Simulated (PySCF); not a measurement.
# Correlation energy of Li⁺ (lithium, charge +1)

1s2, closed-shell 1S. Calculation: PySCF 2.14, in aug-cc-pCVTZ-DK (7s6p4d2f, 59 functions); scalar relativity by spin-free X2C-1e. Frozen: nothing; 2 electrons correlated.

With two correlated electrons CCSD is exact within the correlated space (frozen core and kept virtual orbitals).

| level | correlation energy (mhartree) |
| --- | --- |
| CCSD | -40.21 |

Diagnostics: T1 = 0.00041, D1 = 0.0006, largest double amplitude 0.018.

Cost of the coupled-cluster step: roughly 0.4 core-seconds, for 2 correlated electrons.
